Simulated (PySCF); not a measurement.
iodine monochloride anion (ClI), SMILES ClI (connectivity only; charge and spin as stated), charge -1, multiplicity 2.

Coordinates come from a PBE-D3(BJ)/def2-TZVPD optimisation. The multiplicity is an assumed one; other spin states were not compared. The def2 effective core potentials stand for the cores of I; spin–orbit coupling is left out.

Two levels are set side by side: PBE/def2-TZVPD (PySCF) and CAM-B3LYP/def2-TZVPD (PySCF). Same geometry, gas phase. Differences are taken from unrounded values.

| quantity | CAM-B3LYP |
|---|---|
| α-spin orbital gap (eV) | 7.06 |
| β-spin orbital gap (eV) | 5.35 |
| mean polarisability (bohr³) | 88.8 |

Q: What does PBE give, and how far is it from CAM-B3LYP? (An estimate is asked for; the answer gives what the named calculation found.)

A: 
| quantity | PBE | PBE minus CAM-B3LYP |
|---|---|---|
| α-spin orbital gap (eV) | 3.96 | -3.10 |
| β-spin orbital gap (eV) | 1.23 | -4.12 |
| mean polarisability (bohr³) | 89.3 | 0.5 |

Rough cost on one machine, each run with all the roots and properties that it gave: CAM-B3LYP against PBE within a factor of 2.
